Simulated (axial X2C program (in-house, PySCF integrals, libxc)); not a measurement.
## Working with the constants of GeN⁻

A bond curve at the PBE0 level, two-component, was computed with an axial X2C code built on PySCF integrals (basis Ge dyall-acv3z [10s10p8d5f1g], N dyall-av3z [7s7p3d2f] (cores contracted in-house)) for the state Ω = 0 (closed shell). Its fit gives Re = 1.6643 Å, ωe = 999.6 cm⁻¹, ωexe = 3.95 cm⁻¹ and αe = 3.051e-03 cm⁻¹; the masses are 73.9212 and 14.0031 u. Two-component means X2C with spin–orbit coupling and atomic mean-field Coulomb and Gaunt terms.

Task: Find the reduced mass, Be and the force constant.

Result: From the PBE0 values: μ = 11.7729 u. Be = 16.8576/(μ Re²) = 0.517 cm⁻¹. k = 5.8918×10⁻⁷ μ ωe² = 6.93 mdyn/Å.

Task: Give B0, the J = 1←0 line in GHz and the most populated J at 300 K (kT = 208.5 cm⁻¹).

Result: B0 = Be − αe/2 = 0.5154 cm⁻¹; 2B0 = 30.9 GHz; J(max) ≈ √(kT/2B0) − 1/2 = 13.7, so J = 14.

Task: Where do the fundamental and the first overtone lie?

Result: ν(1←0) = ωe − 2ωexe = 991.7 cm⁻¹; ν(2←0) = 2ωe − 6ωexe = 1975.5 cm⁻¹.

Task: A Morse curve ties αe to the other constants (Pekeris). How well does that hold?

Result: αe(Morse) = 6Be²/ωe × (√(ωexe/Be) − 1) = 2.830e-03 cm⁻¹; the PBE0 curve gives 3.051e-03 cm⁻¹, a ratio of 0.93.

Task: Estimate De from a Morse curve and compare with the computed well depth of 4.803 eV to Ge- + N.

Result: De(Morse) = ωe²/(4ωexe) = 7.841 eV against 4.803 eV computed, a ratio of 1.63. The extrapolation overshoots: the well softens faster than a Morse curve, or the lowest atomic limit lies below the one to which the curve heads.

Occupations by symmetry block were frozen at the best pattern of an incomplete PBE0 search. Dissociation energies refer to the lowest single-determinant-based atoms at the same level and basis. The functionals have no current-density term, which raises determinants with orbital currents, atoms included.
